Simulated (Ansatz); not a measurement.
Geometry optimisation, RKS PBE/6-31G (Ansatz 0.2.0).

input.yaml

```yaml
crystal:
  periodic: [false, false, false]
  atoms:
    - { symbol: F, position_ang: [-1.6825, 0.232, -0.7734] }
    - { symbol: C, position_ang: [-1.1261, -0.0288, 0.3986] }
    - { symbol: Si, position_ang: [-1.6722, 1.2775, 1.6434] }
    - { symbol: S, position_ang: [-1.6995, -1.6239, 0.9605] }
    - { symbol: "N", position_ang: [0.3399, 0.0226, 0.1947] }
    - { symbol: C, position_ang: [0.7508, -0.381, -0.9307] }
    - { symbol: Si, position_ang: [2.6069, -0.3856, -1.3325] }
    - { symbol: H, position_ang: [-3.0829, 1.3538, 1.8238] }
    - { symbol: H, position_ang: [-1.211, 2.6636, 1.2851] }
    - { symbol: H, position_ang: [-1.051, 1.0369, 3.0333] }
    - { symbol: H, position_ang: [-1.527, -2.279, -0.1582] }
    - { symbol: H, position_ang: [0.1081, -0.777, -1.7051] }
    - { symbol: H, position_ang: [3.1086, 1.0082, -1.2833] }
    - { symbol: H, position_ang: [3.325, -1.2662, -0.4095] }
    - { symbol: H, position_ang: [2.7912, -0.9037, -2.7173] }
basis:
  gaussian: { orbitals: "6-31G" }
hamiltonian:
  xc: pbe
relax:
  f_tol: 0.015
  max_steps: 40
```

Launched with:

```bash
$ ansatz run input.yaml --threads 1 --pin off --max-ram 2048MiB --backend cpu --events-out ev --progress --plain --runs-dir out
```

Where does it end, and by what steps?

The run converged. Limits of this set-up: no polarisation functions. After 22 steps the energy has fallen by 1.183 eV; H12 moved furthest, 1.04 Å.

| step | energy less start (eV) | largest force component (eV/Å) | accepted |
| --- | --- | --- | --- |
| 0 | 0.0000 | 4.929 | yes |
| 1 | -0.8286 | 1.775 | yes |
| 2 | -0.9504 | 1.523 | yes |
| 3 | -1.0531 | 1.081 | yes |
| 4 | -1.0887 | 0.591 | yes |
| 5 | -1.1587 | 0.296 | yes |
| 6 | -1.1680 | 0.243 | yes |
| 7 | -1.1680 | 0.269 | yes |
| 8 | -1.1755 | 0.107 | yes |
| 9 | -1.1756 | 0.060 | yes |
| 10 | -1.1769 | 0.046 | yes |
| 11 | -1.1780 | 0.041 | yes |
| 12 | -1.1789 | 0.060 | yes |
| 13 | -1.1796 | 0.048 | yes |
| 14 | -1.1806 | 0.036 | yes |
| 15 | -1.1814 | 0.037 | yes |
| 16 | -1.1817 | 0.044 | yes |
| 17 | -1.1822 | 0.043 | yes |
| 18 | -1.1825 | 0.028 | yes |
| 19 | -1.1827 | 0.032 | yes |
| 20 | -1.1827 | 0.021 | yes |
| 21 | -1.1828 | 0.020 | yes |
| 22 | -1.1828 | 0.005 | yes |

```xyz
15
Properties=species:S:1:pos:R:3
F -1.958 0.297 -0.873
C -1.237 -0.158 0.344
Si -1.534 1.235 1.688
S -2.036 -1.781 0.918
N 0.163 -0.351 0.126
C 0.711 -0.106 -1.031
Si 2.596 -0.350 -1.271
H -3.022 1.346 1.905
H -0.988 2.512 1.097
H -0.823 0.887 2.970
H -1.258 -2.601 0.108
H 0.100 0.245 -1.882
H 3.216 0.962 -1.706
H 3.221 -0.827 0.014
H 2.826 -1.360 -2.377
```

Whether the end is a true minimum wasn't checked by a vibrational analysis.

The run took 3.1 min on 1 thread of Intel(R) Xeon(R) Processor @ 2.70GHz (shared host), peak memory 0.19 GiB.
